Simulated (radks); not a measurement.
Species: N I. Configuration: [He] 2s2 2p3. Calculated with a radial shooting solver on a logarithmic mesh with Libxc functionals: non-relativistic Kohn-Sham, SOGGA, spin-polarised, spherical densities, point nucleus; open shells are filled with parallel spins first.

Unscreened Slater integrals over Kohn-Sham orbitals (eV). They are taken over the spin-up orbitals.

integral    value
F0(2p,2p)  17.673
F2(2p,2p)  7.8565
F0(2p,2s)  18.233
G1(2p,2s)  11.091
F0(2p,1s)  25.759
G1(2p,1s)  2.5170
F0(2s,2s)  18.927
F0(2s,1s)  26.941
G0(2s,1s)  1.9272
F0(1s,1s)  111.19

Derived for the open shells (J is the average intra-shell exchange parameter used in DFT+U). 2p: J = F2/5 = 1.571 eV.
